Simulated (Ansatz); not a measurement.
Be2Te2⁻. The state is a quartet with charge -1. Geometry PBE0-D4/def2-TZVPD; atoms count from 1.

Cartesian coordinates in Å:
```
Be 1.359 0.239 -0.500
Be -1.216 0.616 0.546
Te -0.688 -0.239 -1.608
Te 0.545 -0.616 1.562
```

In the def2 sets Te takes a core potential; there is no spin–orbit coupling. At PBE0-D4/def2-TZVPD a doublet of charge -1 lies 2.29 eV below the quartet, each at its own geometry. The structure comes from a short search, and lower isomers may exist.

Question: Estimate the Mulliken populations from the PBE0/def2-TZVPD orbitals of Ansatz.

Answer: 
| atom | charge (e) | spin (α − β) |
| --- | --- | --- |
| Be1 | -0.47 | 0.97 |
| Be2 | -0.47 | 0.97 |
| Te3 | -0.03 | 0.53 |
| Te4 | -0.03 | 0.53 |
Mulliken values and Mayer orders depend strongly on the basis. With diffuse functions, as here, like atoms can get unlike values, and bond orders can come out too low or too high.

Question: Where does the spin sit?

Answer: Summed by element: Be 1.94, Te 1.06, of 3 unpaired in all. Largest on single atoms: Be2 0.97, Be1 0.97, Te3 0.53.

Question: And the Mayer bond orders between bonded heavy atoms (over 0.3)?

Answer: Be1–Te3 0.94 (2.38 Å); Be1–Te4 0.94 (2.38 Å); Be2–Te3 0.94 (2.38 Å); Be2–Te4 0.94 (2.38 Å). Values over 0.3 also appear between atoms too far apart for a bond (Be1–Be2 0.43 at 2.81 Å; Te3–Te4 0.40 at 3.42 Å); they arise where an orbital or an unpaired electron spreads over both atoms.
